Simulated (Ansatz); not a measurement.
A CCSD(T) single point on `CCB(O)O`.

```yaml
crystal:
  periodic: [false, false, false]
  atoms:
    - {symbol: C, position_ang: [-1.076387, 0.813452, 0.711067]}
    - {symbol: C, position_ang: [0.395752, 0.481015, 0.502529]}
    - {symbol: B, position_ang: [0.702875, -0.640439, -0.560396]}
    - {symbol: O, position_ang: [-0.264133, -1.304893, -1.267374]}
    - {symbol: O, position_ang: [2.000583, -0.980250, -0.801018]}
    - {symbol: H, position_ang: [-1.218107, 1.596439, 1.459194]}
    - {symbol: H, position_ang: [-1.544827, 1.170254, -0.212052]}
    - {symbol: H, position_ang: [-1.643004, -0.057990, 1.055376]}
    - {symbol: H, position_ang: [0.853545, 0.175712, 1.450851]}
    - {symbol: H, position_ang: [0.950030, 1.380137, 0.208821]}
    - {symbol: H, position_ang: [-1.152528, -1.016187, -1.048716]}
    - {symbol: H, position_ang: [2.073000, -1.672550, -1.464282]}
basis:
  gaussian: {orbitals: def2-TZVPP}
correlation: {method: ccsd_t}
output: {orbitals: {seedname: orbitals}}
```

```sh
$ ansatz run in.yaml --threads 4 --pin off --events-out ev --progress --plain --max-ram 10444MiB
```

Log, shortened:

```
Functional definition: HF
1516 factors; integrals over basis functions are off by at most 1.2e-3 eV
mean field evaluation 1: about -6918.8938 eV, gradient 5.0e1 eV
mean field evaluation 2: about -6919.0798 eV, gradient 5.0e1 eV
mean field evaluation 4: about -6924.0486 eV, gradient 4.0e0 eV
mean field evaluation 8: about -6924.1086 eV, gradient 2.4e-1 eV
mean field -6924.10889919 eV, -254.4563087158 hartree, gradient 4.7e-6 eV, S^2 0.000000; 0 other end points of the search recorded, 0 dependent functions left out
5 core orbitals not correlated: weight in the atoms' cores, before any rotation towards them, 1.000 or more for the frozen orbitals, at most 0.000 for the correlated occupied ones
reference -6924.10889919 eV, -254.4563087158 hartree; 15, 15 occupied and 233, 233 virtual orbitals, 1516 factors
second order -25.33185029 eV of doubles, -0.00000000 eV of singles
cycle   1  -25.61229934 eV  change   -2.8e-1 eV  update   9.7e-2
cycle   2  -26.14701975 eV  change   -5.3e-1 eV  update   2.7e-2
cycle   3  -26.26407979 eV  change   -1.2e-1 eV  update   1.4e-2
cycle   4  -26.25240971 eV  change    1.2e-2 eV  update   3.2e-3
cycle   5  -26.25202635 eV  change    3.8e-4 eV  update   1.4e-3
cycle   6  -26.25242551 eV  change   -4.0e-4 eV  update   3.9e-4
cycle   7  -26.25219660 eV  change    2.3e-4 eV  update   1.3e-4
cycle   8  -26.25214309 eV  change    5.4e-5 eV  update   3.9e-5
cycle   9  -26.25215097 eV  change   -7.9e-6 eV  update   1.2e-5
perturbative correction -0.96280164 eV, -0.0353823078 hartree
Total energy: -6951.32385181 eV, -255.4564397775 hartree
```

It took 2.9 min on 4 threads of an Intel Xeon on a shared host, with 6 GiB of host memory at the peak.

MP2 recovers 93.1 % of the CCSD(T) correlation energy and the triples give 3.5 %; T1 = 0.0113.
